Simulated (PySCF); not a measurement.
Computed IR spectrum (relative IR intensity) of a molecule C4H10N, multiplicity 2. Geometry: B3LYP-D3(BJ)/def2-SVP. The values are those of a single conformer. All values below come from B3LYP-D3(BJ)/def2-SVP in PySCF. Frequencies are harmonic and unscaled.

Lines under 2 % of the strongest are left out, and lines within 2 cm⁻¹ are merged.

```tsv
ν (cm⁻¹)	relative intensity
359	3.5
475	13
516	9.3
796	7.1
893	2.6
1007	14
1069	6.8
1082	3.8
1107	5.4
1121	3.7
1167	7.2
1199	9.0
1307	5.7
1314	19
1378	11
1430	6.0
1454	12
1475	3.6
1479	8.9
1489	4.6
2866	38
2896	29
2908	100
2943	16
3057	20
3065	19
3109	14
3119	12
3141	5.4
3260	4.2
```

Q: Identify the compound among the candidates.
(A) [CH2]CN(C)C
(B) CC(C)(C)[NH]
(C) [CH2]CNCC
(D) [CH2]C(C)(C)N

A: A, [CH2]CN(C)C
